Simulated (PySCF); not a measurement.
Constitutional and geometric isomers with formula C3H6Si. Gas-phase values, no solvent. One relaxed conformer stands for each flexible species; it need not be the lowest. Strings in code marks are SMILES.

Computed with PySCF with PBE-D3(BJ)/def2-TZVP // B3LYP-D3(BJ)/def2-TZVP. 

| species | LUMO (eV) | HOMO (eV) | dipole moment (D) |
|---|---|---|---|
| `C=C[SiH]=C` (C–C–Si–C torsion 14°) | ? | -5.29 | – |
| `C1C=[SiH]C1` | -1.62 | -5.00 | 0.80 |
| `C1=C[SiH2]C1` | -1.18 | ? | ? |
| `[Si]1(CC=1)C` | -1.35 | -4.64 | ? |
| `C=C1C[SiH2]1` | -1.56 | -6.15 | 0.22 |
| `C1C([SiH3])=C1` | -1.57 | -6.23 | 0.54 |

### Question
Fill in the missing entries.

### Answer

- `C=C[SiH]=C` (C–C–Si–C torsion 14°), LUMO (eV): -2.48
- `C1=C[SiH2]C1`, HOMO (eV): -6.58
- `C1=C[SiH2]C1`, dipole moment (D): 0.66
- `[Si]1(CC=1)C`, dipole moment (D): 2.52
